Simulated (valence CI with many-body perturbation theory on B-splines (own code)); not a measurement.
# Gd31+: electric-dipole lines

Calculated by valence CI with perturbative core correlation (CI+MBPT): five valence electrons over a frozen Dirac-Fock core [Ar] 3d10, a basis of 9 s, 9 p, 8 d, 6 f, 3 g, 1 h functions for each j, with the one-electron correlation potential Σ1 (screened to all orders), the two-electron term Σ2, the three-electron term Σ3, Breit, model QED; selected single and double excitations, second order for the rest (own B-spline code, finite nucleus).

The last digits are not significant, and no measured levels were compared; by estimate large intervals hold to a few tenths of a per cent, small ones and those within an open d or f shell to about a per cent. Among the levels kept, up to 250 cm⁻¹ of a level comes from second order outside the variational space, and about a tenth of that is noise between levels of different J, which matters for small intervals.

Lines 51 to 100 of 221 in falling wavelength, among levels below 244.74 eV, chosen from the strongest by gf and those to the six lowest levels. Wavelengths and rates use the calculated energies. Electric multipoles are in the length gauge, E1 and E2 with the static RPA response of the core. Weak lines are less certain than strong ones. Lines between different terms over intervals too small for the method are left out, as are lines whose strength nearly cancels. Where a level lies close to another of its J and parity, the split of strength between their lines is uncertain. The highest levels of a list are the least certain.

Levels are named by their leading jj configuration (3d3/2^4 stands for four electrons in 3d with j = 3/2), which in mixed levels can hold well under half, so a name can repeat and another be missing. Letters in brackets count levels of one name in rising energy.

```
λ vac (nm)                               Upper                               Lower   A (s⁻¹)  S (a.u.) with core polarisation  S without
     17.22  (4s 4p1/2^2 4p3/2 4d3/2) J=5/2 [b]        (4s 4p1/2 4p3/2^3) J=3/2 [b]  5.04e+08                         7.62e-03   8.17e-03
     17.22  (4s 4p1/2^2 4p3/2 4d3/2) J=3/2 [a]  (4s^2 4p1/2 4p3/2 4d3/2) J=1/2 [a]  1.74e+09                         1.76e-02   1.89e-02
     17.21      (4s 4p1/2^2 4p3/2 4d3/2) J=1/2  (4s^2 4p1/2 4p3/2 4d3/2) J=1/2 [a]  4.72e+09                         2.38e-02   2.55e-02
     17.19  (4s 4p1/2^2 4p3/2 4d3/2) J=3/2 [a]  (4s^2 4p1/2 4p3/2 4d3/2) J=3/2 [a]  4.49e+09                         4.50e-02   4.83e-02
     17.18      (4s 4p1/2^2 4p3/2 4d3/2) J=1/2  (4s^2 4p1/2 4p3/2 4d3/2) J=3/2 [a]  2.11e+09                         1.06e-02   1.13e-02
     17.11  (4s 4p1/2^2 4p3/2 4d3/2) J=5/2 [a]  (4s^2 4p1/2 4p3/2 4d3/2) J=5/2 [a]  2.39e+09                         3.55e-02   3.80e-02
     17.02  (4s 4p1/2^2 4p3/2 4d3/2) J=3/2 [a]  (4s^2 4p1/2 4p3/2 4d3/2) J=5/2 [a]  4.37e+08                         4.26e-03   4.56e-03
     16.88          (4s^2 4p1/2^2 4d3/2) J=3/2          (4s^2 4p1/2 4p3/2^2) J=5/2  3.56e+09                         3.38e-02   3.62e-02
     16.68      (4s 4p1/2^2 4p3/2 4d3/2) J=7/2  (4s^2 4p1/2 4p3/2 4d3/2) J=5/2 [a]  3.77e+08                         6.91e-03   7.42e-03
     16.52          (4s 4p1/2^2 4p3/2^2) J=1/2          (4s^2 4p1/2 4p3/2^2) J=1/2  1.34e+10                         5.95e-02   6.38e-02
     15.94          (4s^2 4p1/2^2 4d3/2) J=3/2          (4s^2 4p1/2 4p3/2^2) J=3/2  9.52e+08                         7.61e-03   8.17e-03
     15.66          (4s 4p1/2^2 4p3/2^2) J=3/2          (4s^2 4p1/2 4p3/2^2) J=1/2  5.66e+07                         4.29e-04   4.59e-04
     15.66  (4s 4p1/2^2 4p3/2 4d3/2) J=3/2 [b]  (4s^2 4p1/2 4p3/2 4d3/2) J=1/2 [a]  2.17e+09                         1.65e-02   1.76e-02
     15.65      (4s 4p1/2^2 4p3/2 4d5/2) J=3/2  (4s^2 4p1/2 4p3/2 4d3/2) J=5/2 [b]  1.06e+10                         8.02e-02   8.59e-02
     15.64            (4s 4p1/2 4p3/2^3) J=1/2                (4s^2 4p3/2^3) J=3/2  5.88e+09                         2.22e-02   2.38e-02
     15.63  (4s 4p1/2^2 4p3/2 4d3/2) J=3/2 [b]  (4s^2 4p1/2 4p3/2 4d3/2) J=3/2 [a]  2.48e+09                         1.87e-02   2.01e-02
     15.50  (4s 4p1/2^2 4p3/2 4d3/2) J=3/2 [b]  (4s^2 4p1/2 4p3/2 4d3/2) J=5/2 [a]  1.61e+10                         1.18e-01   1.26e-01
     15.35  (4s 4p1/2^2 4p3/2 4d3/2) J=5/2 [b]      (4s^2 4p1/2 4p3/2 4d3/2) J=7/2  8.81e+09                         9.44e-02   1.01e-01
     15.17      (4s 4p1/2^2 4p3/2 4d5/2) J=5/2      (4s^2 4p1/2 4p3/2 4d3/2) J=7/2  1.29e+09                         1.34e-02   1.43e-02
     15.10      (4s 4p1/2^2 4p3/2 4d5/2) J=3/2  (4s^2 4p1/2 4p3/2 4d3/2) J=3/2 [a]  1.01e+09                         6.86e-03   7.36e-03
     15.04        (4s 4p1/2 4p3/2^3) J=3/2 [b]                (4s^2 4p3/2^3) J=3/2  4.51e+09                         3.03e-02   3.25e-02
     14.98      (4s 4p1/2^2 4p3/2 4d5/2) J=3/2  (4s^2 4p1/2 4p3/2 4d3/2) J=5/2 [a]  2.68e+09                         1.78e-02   1.91e-02
     14.78      (4s 4p1/2^2 4p3/2 4d5/2) J=5/2  (4s^2 4p1/2 4p3/2 4d3/2) J=5/2 [b]  2.67e+09                         2.55e-02   2.74e-02
     14.72  (4s 4p1/2^2 4p3/2 4d3/2) J=3/2 [b]        (4s 4p1/2 4p3/2^3) J=3/2 [a]  1.13e+09                         7.12e-03   7.64e-03
     14.71  (4s^2 4p1/2 4p3/2 4d3/2) J=5/2 [c]                (4s^2 4p3/2^3) J=3/2  6.94e+08                         6.54e-03   7.00e-03
     14.65          (4s 4p1/2^2 4p3/2^2) J=3/2          (4s^2 4p1/2 4p3/2^2) J=5/2  1.07e+10                         6.63e-02   7.10e-02
     14.61          (4s 4p1/2^2 4p3/2^2) J=1/2          (4s^2 4p1/2 4p3/2^2) J=3/2  6.26e+07                         1.92e-04   2.08e-04
     14.52  (4s^2 4p1/2 4p3/2 4d3/2) J=3/2 [b]                (4s^2 4p3/2^3) J=3/2  1.97e+07                         1.19e-04   1.30e-04
     14.33  (4s 4p1/2^2 4p3/2 4d3/2) J=5/2 [b]  (4s^2 4p1/2 4p3/2 4d3/2) J=5/2 [a]  3.53e+08                         3.08e-03   3.30e-03
     14.29      (4s 4p1/2^2 4p3/2 4d5/2) J=5/2  (4s^2 4p1/2 4p3/2 4d3/2) J=3/2 [a]  1.85e+09                         1.60e-02   1.71e-02
     14.25      (4s 4p1/2^2 4p3/2 4d5/2) J=3/2        (4s 4p1/2 4p3/2^3) J=3/2 [a]  4.47e+09                         2.55e-02   2.74e-02
     13.93          (4s 4p1/2^2 4p3/2^2) J=3/2          (4s^2 4p1/2 4p3/2^2) J=3/2  4.44e+09                         2.37e-02   2.54e-02
     13.91  (4s^2 4p1/2 4p3/2 4d3/2) J=1/2 [b]                (4s^2 4p3/2^3) J=3/2  6.69e+08                         1.78e-03   1.91e-03
     13.77  (4s^2 4p1/2 4p3/2 4d5/2) J=5/2 [a]                (4s^2 4p3/2^3) J=3/2  2.66e+09                         2.06e-02   2.21e-02
     13.67  (4s 4p1/2^2 4p3/2 4d3/2) J=5/2 [b]        (4s 4p1/2 4p3/2^3) J=3/2 [a]  1.25e+09                         9.47e-03   1.01e-02
     13.60          (4s^2 4p1/2^2 4d5/2) J=5/2          (4s^2 4p1/2 4p3/2^2) J=5/2  6.19e+08                         4.61e-03   4.94e-03
     13.53      (4s 4p1/2^2 4p3/2 4d5/2) J=5/2        (4s 4p1/2 4p3/2^3) J=3/2 [a]  1.46e+09                         1.07e-02   1.15e-02
     13.47  (4s^2 4p1/2 4p3/2 4d5/2) J=3/2 [a]                (4s^2 4p3/2^3) J=3/2  5.92e+09                         2.85e-02   3.06e-02
     13.21  (4s 4p1/2^2 4p3/2 4d3/2) J=5/2 [a]          (4s^2 4p1/2^2 4d5/2) J=5/2  1.94e+09                         1.32e-02   1.41e-02
     13.16  (4s 4p1/2^2 4p3/2 4d3/2) J=3/2 [a]          (4s^2 4p1/2^2 4d5/2) J=5/2  7.68e+08                         3.45e-03   3.68e-03
     12.98          (4s^2 4p1/2^2 4d5/2) J=5/2          (4s^2 4p1/2 4p3/2^2) J=3/2  1.32e+09                         8.53e-03   9.14e-03
     12.95      (4s 4p1/2^2 4p3/2 4d3/2) J=7/2          (4s^2 4p1/2^2 4d5/2) J=5/2  1.33e+09                         1.14e-02   1.23e-02
     12.84  (4s^2 4p1/2 4p3/2 4d5/2) J=5/2 [b]                (4s^2 4p3/2^3) J=3/2  8.09e+08                         5.08e-03   5.43e-03
     12.72  (4s^2 4p1/2 4p3/2 4d5/2) J=3/2 [b]                (4s^2 4p3/2^3) J=3/2  2.24e+09                         9.11e-03   9.75e-03
     12.35  (4s 4p1/2^2 4p3/2 4d3/2) J=5/2 [a]          (4s 4p1/2^2 4p3/2^2) J=3/2  1.56e+09                         8.70e-03   9.34e-03
     12.31  (4s 4p1/2^2 4p3/2 4d3/2) J=3/2 [a]          (4s 4p1/2^2 4p3/2^2) J=3/2  4.37e+09                         1.61e-02   1.72e-02
     12.31      (4s 4p1/2^2 4p3/2 4d3/2) J=1/2          (4s 4p1/2^2 4p3/2^2) J=3/2  2.63e+09                         4.83e-03   5.14e-03
     12.26      (4s^2 4p1/2 4p3/2 4d5/2) J=1/2                (4s^2 4p3/2^3) J=3/2  1.16e+09                         2.12e-03   2.26e-03
     12.05        (4s 4p1/2 4p3/2^3) J=3/2 [a]          (4s^2 4p1/2 4p3/2^2) J=1/2  3.96e+08                         1.37e-03   1.47e-03
     11.90      (4s 4p1/2^2 4p3/2 4d5/2) J=3/2          (4s^2 4p1/2^2 4d5/2) J=5/2  8.81e+08                         2.93e-03   3.15e-03
```
